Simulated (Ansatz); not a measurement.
The same molecule with X = Mg, Zn, Cd. Ansatz, PBE0-D4/def2-TZVP geometries, multiplicity 1. Each molecule was computed in one conformer, which needn't be the lowest.

Elements past krypton have def2 core potentials. Scalar relativity is left out up to krypton.

```tsv
X	molecule	mean X–S bond length / Å	HOMO–LUMO gap (PBE/def2-TZVPP) / eV	zero-point energy (PBE0-D4/def2-TZVP) / kJ/mol	HOMO–LUMO gap (PBE0/def2-TZVPP) / eV
Mg	`[SH][Mg][SH]`	2.284	3.96	45.6	5.83
Zn	`[SH][Zn][SH]`	2.162	4.53	46.9	6.56
```

Give the row for X = Cd, `[SH][Cd][SH]`. (Estimate.)

Ansatz gave: 
```tsv
X	molecule	mean X–S bond length / Å	HOMO–LUMO gap (PBE/def2-TZVPP) / eV	zero-point energy (PBE0-D4/def2-TZVP) / kJ/mol	HOMO–LUMO gap (PBE0/def2-TZVPP) / eV
Cd	`[SH][Cd][SH]`	2.335	3.97	46.1	5.97
```

From Mg to Cd the mean X–S bond length isn't monotonic: highest at Cd, lowest at Zn; the HOMO–LUMO gap (PBE/def2-TZVPP) isn't monotonic: highest at Zn, lowest at Mg; the zero-point energy (PBE0-D4/def2-TZVP) isn't monotonic: highest at Zn, lowest at Mg; the HOMO–LUMO gap (PBE0/def2-TZVPP) isn't monotonic: highest at Zn, lowest at Mg. Bonds lengthen as the atom grows down the group.
